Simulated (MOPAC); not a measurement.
MOPAC input (MNDO):

```
MNDO PRECISE GNORM=0.05 LET XYZ CHARGE=1 GEO-OK AUX(PRECISION=9) THREADS=1
B2F3

F     2.27473807 1   -0.27201736 1   -0.01841880 1
B     1.06402718 1   -0.12723833 1   -0.00861554 1
B    -0.68855888 1    0.08233914 1    0.00557533 1
F    -1.10369992 1    1.29599113 1    0.10199446 1
F    -1.37963165 1   -0.99902978 1   -0.08188666 1
```

### Question
What heat of formation does the run end on?

### Answer
-20.65 kcal/mol.
